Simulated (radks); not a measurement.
Trend from La to Lu: ionisation energy by Delta-SCF between NIST ground configurations, and size. Method: scalar-relativistic Kohn-Sham, r2SCAN, spin-unpolarised, spherical densities, finite nucleus; meta-GGA in the generalised Kohn-Sham scheme; Fermi nuclear charge, rms radius of each element as measured or else 0.836 A^(1/3) + 0.57 fm; computed with a radial shooting solver on a logarithmic mesh with Libxc functionals.

| species | configuration | configuration of the ion | IE (eV) | NIST (eV) | kind | outermost | <r> outermost (bohr) |
|---|---|---|---|---|---|---|---|
| La | [Xe] 5d1 6s2 | [Xe] 5d2 | 5.930 | 5.577 | exp. | 6s | 4.49 |
| Ce | [Xe] 4f1 5d1 6s2 | [Xe] 4f1 5d2 | 6.126 | 5.539 | exp. | 6s | 4.41 |
| Pr | [Xe] 4f3 6s2 | [Xe] 4f3 6s1 | 5.706 | 5.470 | semi-emp. | 6s | 4.58 |
| Nd | [Xe] 4f4 6s2 | [Xe] 4f4 6s1 | 5.787 | 5.525 | exp. | 6s | 4.52 |
| Pm | [Xe] 4f5 6s2 | [Xe] 4f5 6s1 | 5.864 | 5.582 | exp. | 6s | 4.45 |
| Sm | [Xe] 4f6 6s2 | [Xe] 4f6 6s1 | 5.940 | 5.644 | exp. | 6s | 4.39 |
| Eu | [Xe] 4f7 6s2 | [Xe] 4f7 6s1 | 6.014 | 5.670 | exp. | 6s | 4.34 |
| Gd | [Xe] 4f7 5d1 6s2 | [Xe] 4f7 5d1 6s1 | 6.662 | 6.150 | exp. | 6s | 4.04 |
| Tb | [Xe] 4f9 6s2 | [Xe] 4f9 6s1 | 6.162 | 5.864 | exp. | 6s | 4.23 |
| Dy | [Xe] 4f10 6s2 | [Xe] 4f10 6s1 | 6.237 | 5.939 | exp. | 6s | 4.18 |
| Ho | [Xe] 4f11 6s2 | [Xe] 4f11 6s1 | 6.311 | 6.022 | exp. | 6s | 4.13 |
| Er | [Xe] 4f12 6s2 | [Xe] 4f12 6s1 | 6.386 | 6.108 | exp. | 6s | 4.08 |
| Tm | [Xe] 4f13 6s2 | [Xe] 4f13 6s1 | 6.461 | 6.184 | exp. | 6s | 4.03 |
| Yb | [Xe] 4f14 6s2 | [Xe] 4f14 6s1 | 6.537 | 6.254 | exp. | 6s | 3.98 |
| Lu | [Xe] 4f14 5d1 6s2 | [Xe] 4f14 6s2 | 5.089 | 5.426 | exp. | 6s | 3.69 |

Reference values: NIST Atomic Spectra Database (exp. = measured, semi-emp. = semi-empirical, theory = theoretical value adopted there). Spin polarisation and multiplet splitting are left out, so open shells lie too high by an amount that depends on their filling. Spin-orbit splitting is averaged out at the scalar-relativistic level.

Beside tabulated values, note that spin-unpolarised runs miss the spin-polarisation part of the exchange energy of open shells.
